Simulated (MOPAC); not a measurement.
MOPAC input (AM1):

```
AM1 FORCE THERMO(298,298) PRECISE LET CHARGE=-1 GEO-OK AUX(PRECISION=9) THREADS=1
C2HO

C     1.44973489 1   -0.13672424 1   -0.15712716 1
C     0.24224324 1   -0.01314475 1   -0.03147201 1
O    -1.09244272 1    0.18797816 1    0.07272015 1
H    -1.42261034 1   -0.59202552 1    0.54470188 1
```

From the output:

```
     H    4   0.103507   1.276667   6.455864   6.737738

          HEAT OF FORMATION =      43.988678 KCALS/MOLE

          ZERO POINT ENERGY      13.258 KCAL/MOL

           NORMAL COORDINATE ANALYSIS (Total motion = 1 Angstrom)

   Root No.       1         2         3         4         5         6

                 1 A'      1 A"      2 A'      3 A'      4 A'      5 A'

                 412.4     430.7    1230.9    1466.0    2291.3    3443.1

           1   -0.0017   -0.0000   -0.2880   -0.0017   -0.3341   -0.0040
           2   -0.1832    0.0000   -0.0006   -0.0061    0.0001   -0.0001
           3   -0.0000   -0.2305    0.0000   -0.0000    0.0000   -0.0000
           4   -0.0021    0.0000   -0.1289    0.0015    0.4592    0.0115
           5    0.3254   -0.0000   -0.0044    0.0630    0.0006   -0.0006
           6    0.0000    0.4350   -0.0000    0.0000   -0.0000   -0.0000
           7    0.0239   -0.0000    0.2949   -0.0515   -0.0891    0.0135
           8   -0.0934    0.0000    0.0017   -0.0578    0.0051   -0.0547
           9   -0.0000   -0.1413   -0.0000   -0.0000    0.0000   -0.0000
          10   -0.3336   -0.0000    0.2862    0.8190   -0.0760   -0.3040
          11   -0.2113    0.0000    0.0332    0.2395   -0.0896    0.8769
          12   -0.0000   -0.1932    0.0000    0.0000   -0.0000    0.0000

           MASS-WEIGHTED COORDINATE ANALYSIS (NORMAL COORDINATES)

   Root No.       1         2         3         4         5         6

                 1 A'      1 A"      2 A'      3 A'      4 A'      5 A'

                 412.4     430.7    1230.9    1466.0    2291.3    3443.1

           1   -0.0042   -0.0000   -0.6107   -0.0063   -0.5779   -0.0145
           2   -0.4511    0.0000   -0.0013   -0.0226    0.0002   -0.0005
           3   -0.0000   -0.4419    0.0000   -0.0000    0.0000   -0.0000
           4   -0.0052    0.0000   -0.2733    0.0057    0.7942    0.0416
           5    0.8013   -0.0000   -0.0094    0.2330    0.0010   -0.0023
           6    0.0000    0.8339   -0.0000    0.0000   -0.0000   -0.0000
           7    0.0678   -0.0000    0.7218   -0.2198   -0.1778    0.0563
           8   -0.2655    0.0000    0.0041   -0.2467    0.0103   -0.2279
           9   -0.0000   -0.3128   -0.0000   -0.0000    0.0000   -0.0000
          10   -0.2379   -0.0000    0.1758    0.8776   -0.0381   -0.3181
          11   -0.1507    0.0000    0.0204    0.2567   -0.0449    0.9175
          12   -0.0000   -0.1073    0.0000    0.0000   -0.0000    0.0000

          DESCRIPTION OF VIBRATIONS

 VIBRATION          1    1A'         ATOM PAIR     ENERGY CONTRIBUTION    RADIAL
 FREQUENCY           412.45         C 2 -- O 3         +47.0% (123.4%)      0.0%
 TRANSITION DIPOLE   0.5757         C 1 -- C 2         +37.2% (109.8%)      0.0%
 TRAVEL (Ang.)       0.1717         O 3 -- H 4         +15.9% ( 71.7%)     38.5%
 REDUCED MASS        5.5454
 EFFECTIVE MASS     18.7807
 FORCE CONSTANT      0.5558

 VIBRATION          2    1A"         ATOM PAIR     ENERGY CONTRIBUTION    RADIAL
 FREQUENCY           430.67         C 1 -- C 2         +55.3% ( 89.1%)      0.0%
 TRANSITION DIPOLE   0.4966         C 2 -- O 3         +43.9% ( 79.3%)      0.0%
 TRAVEL (Ang.)       0.1562         O 3 -- H 4          +0.8% ( 10.9%)      0.0%
 REDUCED MASS        6.4198
 EFFECTIVE MASS     12.1780
 FORCE CONSTANT      0.7016

 VIBRATION          3    2A'         ATOM PAIR     ENERGY CONTRIBUTION    RADIAL
 FREQUENCY          1230.89         C 2 -- O 3         +56.2% ( 90.1%)     99.8%
 TRANSITION DIPOLE   0.8398         O 3 -- H 4         +25.5% ( 60.8%)     11.1%
 TRAVEL (Ang.)       0.0949         C 1 -- C 2         +18.3% ( 51.4%)     99.9%
 REDUCED MASS        6.0811
 EFFECTIVE MASS     13.8805
 FORCE CONSTANT      5.4284

 VIBRATION          4    3A'         ATOM PAIR     ENERGY CONTRIBUTION    RADIAL
 FREQUENCY          1465.99         O 3 -- H 4         +92.7% ( 94.7%)      1.4%
 TRANSITION DIPOLE   0.3450         C 2 -- O 3          +6.7% ( 25.4%)     22.4%
 TRAVEL (Ang.)       0.2223         C 1 -- C 2          +0.6% (  7.9%)      0.2%
 REDUCED MASS        0.9304
 EFFECTIVE MASS      2.4780
 FORCE CONSTANT      1.1781

 VIBRATION          5    4A'         ATOM PAIR     ENERGY CONTRIBUTION    RADIAL
 FREQUENCY          2291.29         C 1 -- C 2         +65.9% ( 97.0%)    100.0%
 TRANSITION DIPOLE   0.4662         C 2 -- O 3         +33.3% ( 68.9%)     99.6%
 TRAVEL (Ang.)       0.0693         O 3 -- H 4          +0.7% ( 10.2%)     40.2%
 REDUCED MASS        6.1352
 EFFECTIVE MASS     12.0867
 FORCE CONSTANT     18.9777

 VIBRATION          6    5A'         ATOM PAIR     ENERGY CONTRIBUTION    RADIAL
 FREQUENCY          3443.11         O 3 -- H 4         +99.5% ( 99.8%)    100.0%
 TRANSITION DIPOLE   0.0686         C 2 -- O 3          +0.4% (  6.3%)      0.0%
 TRAVEL (Ang.)       0.1440
 REDUCED MASS        0.9448
 EFFECTIVE MASS      1.3850
 FORCE CONSTANT      6.5992

      SYMMETRY NUMBER FOR POINT-GROUP Cs  =  1

          SYSTEM IS A GROUND STATE

 C2HO

          MOLECULE IS NOT LINEAR

          THERE ARE  6 GENUINE VIBRATIONS IN THIS SYSTEM
          THIS THERMODYNAMICS CALCULATION IS LIMITED TO
          MOLECULES WHICH HAVE NO INTERNAL ROTATIONS

                    CALCULATED THERMODYNAMIC PROPERTIES
                                          *
   TEMP. (K)   PARTITION FUNCTION   H.O.F.    ENTHALPY  HEAT CAPACITY ENTROPY
                                   KCAL/MOL   CAL/MOLE    CAL/K/MOL  CAL/K/MOL

 298.00  VIB.     0.1328D+01                   375.2660     3.1189     1.8233
         ROT.     0.3331D+04                   888.2803     2.9808    19.0992
         INT.     0.4424D+04                  1263.5463     6.0997    20.9225
         TRA.     0.2541D+27                  1480.4672     4.9680    37.0602
         TOT.                       43.989    2744.0135    11.0677    57.9827

   *: NOTE: HEATS OF FORMATION ARE RELATIVE TO THE
            ELEMENTS IN THEIR STANDARD STATE AT 298K
              (=  Standard Enthalpy of Formation).

            Hvib:  Zero-point energy is not included.
                   frequencies of less than zero cm-1 are not included.
            Hrot = (3/2)RT
            Htra = (3/2)RT + pV = (5/2)RT

            Heat capacity is Cp, not Cv

          For more information, see: HTTP://OpenMOPAC.net/Manual/thermochemistry.html

           FORCE CONSTANT IN CARTESIAN COORDINATES (Millidynes/A)

    ATOM   CHEMICAL       X               Y               Z
   NUMBER   SYMBOL  FORCE CONSTANT  FORCE CONSTANT  FORCE CONSTANT

      1       C       16.426865        0.252255        0.255794
      2       C       24.381706        1.599606        0.912887
      3       O       10.345556        7.155278        0.171344
      4       H        1.733148        6.019070        0.000799

 **********************
 *                    *
 * JOB ENDED NORMALLY *
 *                    *
 **********************
```

The dipole moment of an ion depends on the origin.
